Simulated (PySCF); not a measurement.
Radial density of Fe²⁺ (iron, charge +2)

UHF, [Ar] 3d5 4s1, high-spin 7S determinant (an excited configuration). All numbers are calculated (PySCF 2.14, the spin-free X2C one-electron Hamiltonian (Gaussian nucleus), in x2c-TZVPPall).

```csv
r (bohr),4πr²ρ (e/bohr),4πr²(ρα − ρβ)
0.00101,0.2088,0.0001
0.00170,0.5291,0.0003
0.00286,1.326,0.0009
0.00481,3.208,0.0020
0.00809,7.275,0.0045
0.0136,14.78,0.0088
0.0229,25.03,0.0135
0.0385,31.41,0.0131
0.0647,27.03,0.0087
0.109,25.81,0.0613
0.183,35.02,0.3748
0.308,20.83,1.6525
0.518,13.97,4.3972
0.871,14.21,4.5695
1.47,3.454,1.8736
2.47,0.6451,0.6189
4.15,0.08653,0.0865
6.98,2.021e-05,0.0000
```

Densities and radii are taken from the X2C orbitals without a picture-change correction, which distorts them close to the nucleus.
